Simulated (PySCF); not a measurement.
# Correlation energy of Si⁺ (silicon, charge +1)

[Ne] 3s2 3p1, 2P determinant. Computed with PySCF 2.14 in 6-31G* (4s3p1d, 18 functions), with no relativity, point nucleus. Frozen: [Ne]; 3 electrons correlated.

MP2 pair energies summed by pair of shells (mhartree):

```csv
pair,energy,share (%)
3s-3s,-20.81,61.0
3s-3p,-13.29,39.0
```

Total MP2 correlation energy: -34.10 mhartree.

Same-spin part -1.90 and opposite-spin part -32.20 mhartree; SCS-MP2 scales them by 1/3 and 6/5 to -39.28 mhartree.

```csv
level,correlation energy (mhartree)
CCSD,-51.09
(T),-0.56
CCSD(T),-51.65
```

Diagnostics: T1 = 0.011, D1 = 0.0219, largest double amplitude 0.110.

Question: Is a single reference adequate?

Answer: Mostly. T1 lies below 0.03, but a double amplitude of this size points to a near-degeneracy that CCSD handles and MP2 describes poorly.
